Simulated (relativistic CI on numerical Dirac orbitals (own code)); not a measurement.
**Slater and spin-orbit integrals, Pr XXVI**

Method of calculation: Dirac-Coulomb-Breit CI, separate exchange-only KLI orbitals for each configuration, QED by a radiative potential, unscaled Slater integrals (own radial code, finite nucleus).

Slater integrals F^k, G^k are unscaled and averaged over j, outside the closed core [Ar] 3d10; ζ comes from projecting the Hamiltonian with its Breit term on Σ l·s of the shell.

- 4s2 4p4: F^2(4p,4p) = 177310, ζ(4p) = 145150 cm⁻¹; <r>(4p) = 0.5814, <r^2>(4p) = 0.3817 (bohr units).
- 4s 4p5: G^1(4s,4p) = 232350, ζ(4p) = 145000 cm⁻¹; <r>(4s) = 0.5659, <r^2>(4s) = 0.3594, <r>(4p) = 0.5816, <r^2>(4p) = 0.382 (bohr units).
- 4s2 4p3 4d: F^2(4p,4p) = 177290, ζ(4p) = 145480, F^2(4p,4d) = 172870, G^1(4p,4d) = 216370, G^3(4p,4d) = 138260, ζ(4d) = 17444 cm⁻¹; <r>(4p) = 0.5815, <r^2>(4p) = 0.3818, <r>(4d) = 0.5916, <r^2>(4d) = 0.3994 (bohr units).

Averages of the first 10 configurations, taken without configuration mixing, which lowers the lowest level and can move excited configurations by several eV; other configurations of the list can lie among them:

```json
{"Configuration": "4s2 4p4", "Parity": "even", "States": "15", "Average energy above the lowest level (eV)": "21.5"}
{"Configuration": "4s 4p5", "Parity": "odd", "States": "12", "Average energy above the lowest level (eV)": "109.7"}
{"Configuration": "4s2 4p3 4d", "Parity": "odd", "States": "200", "Average energy above the lowest level (eV)": "138.8"}
{"Configuration": "4p6", "Parity": "even", "States": "1", "Average energy above the lowest level (eV)": "205.9"}
{"Configuration": "4s 4p4 4d", "Parity": "even", "States": "300", "Average energy above the lowest level (eV)": "223.6"}
{"Configuration": "4s2 4p3 4f", "Parity": "even", "States": "280", "Average energy above the lowest level (eV)": "261.5"}
{"Configuration": "4s 4p4 4f", "Parity": "odd", "States": "420", "Average energy above the lowest level (eV)": "346.6"}
{"Configuration": "4p5 4d", "Parity": "odd", "States": "60", "Average energy above the lowest level (eV)": "316.3"}
{"Configuration": "4s 4p3 4d2", "Parity": "odd", "States": "1800", "Average energy above the lowest level (eV)": "339.8"}
{"Configuration": "4s2 4p2 4d 4f", "Parity": "odd", "States": "2100", "Average energy above the lowest level (eV)": "379.3"}
```
